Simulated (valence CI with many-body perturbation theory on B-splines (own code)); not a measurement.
## Te XIV: what the settings do

Computed by relativistic CI+MBPT: three valence electrons over a frozen Dirac-Fock core [Kr], radial functions for each j: 6 s, 6 p, 5 d, 5 f, 1 g, with the one-electron correlation potential Σ1 (screened to all orders), the two-electron term Σ2, the three-electron term Σ3, Breit, model QED; selected single and double excitations, second order for the rest, scaled by the run's own slope (own B-spline code, finite nucleus).

No measured spectrum was set against this ion. As an estimate, terms of the open shell hold to 2 to 4 % of their energy, and close levels can change places. Only levels of the ground parity were solved; by the run's estimate the other parity begins above the list, which can be wrong where configurations are misplaced.

The reference run has the lowest level 4d3 4F_3/2 and an ionisation energy of 300.115 eV. Its largest variational space holds 2867 state functions.

Names give the largest LS component (configuration and term), which can be under half, so a name can repeat, a term be missing and a line seem to break the LS rules; names also repeat where a configuration has a term twice. Letters in brackets count levels of one name in rising energy.

Changed runs:
A. Breit term on → off
B. correlating orbitals by l 3 3 3 3 1 → 4 4 3 0 0; core polarisation of operators on → off
C. size limit of the variational space 10000 → 1500; hole-hole ladder in Σ2 on → off; second order for the rest on → off
D. cutoff of virtual states (hartree) 5408 → 14.22 (bad on purpose)

Excitation energies of the reference run in cm⁻¹, and shifts in cm⁻¹:

```
                 Level  Reference       A       B       C       D
            4d3 4F_5/2       8202    +355     -73    -245     -32
            4d3 4F_7/2      15675    +611     -35    -305     -50
            4d3 4F_9/2      21505    +717    +110    -330     -47
            4d3 4P_3/2      25415    +172    +570   +1658     -34
            4d3 4P_1/2      28306    +318    +464   +1442     -32
            4d3 2G_7/2      36372    +640    +609     -26     -34
            4d3 2H_9/2      37450    +719    +616    -802    +2.9
            4d3 4P_5/2      39073    +669    +359   +1382     -64
        4d3 2D_3/2 [a]      45022    +676    +624   +2044    -104
            4d3 2P_1/2      48044    +737    +920   +2112    -128
           4d3 2H_11/2      50910    +955    +863   -1246     +20
        4d3 2D_5/2 [a]      55801    +872    +789   +2152    -112
Ionisation energy (eV)    300.115  +0.063  -0.048  -0.149  -0.542
```
